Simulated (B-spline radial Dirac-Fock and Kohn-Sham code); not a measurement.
# Subshell cross sections of Cl⁴⁺, photon energy 603 eV

System: chlorine as Cl⁴⁺ in the configuration 1s2 2s2 2p6 3s2 3p1.

The computed values come from a radial atomic solver: Dirac-Hartree-Slater photoionisation with all multipoles and Dirac-Fock thresholds. The asymmetry parameter β is from the dipole term alone. Kinetic energies are from the vacuum level. Open shells are spread statistically over j, without multiplet splitting.

```tsv
subshell	electrons	binding (eV)	kinetic (eV)	σ (kb)	β
2s	2	349.4	253.6	138	2.00
2p1/2	2	278.5	324.5	148	1.47
2p3/2	4	276.9	326.1	?	?
3s	2	79.59	523.4	20.1	2.00
3p1/2	0.33	66.85	536.1	2.51	1.49
3p3/2	0.67	66.66	536.3	4.96	1.49
```

Problem. What are σ and β for 2p3/2?

Solution. σ = 292 kb, the largest of all subshells and 48 % of the total, and β = 1.48.

Run: 3.1 s of CPU time on 1 thread of Neoverse-N1 (shared host), peak memory 0.30 GiB.
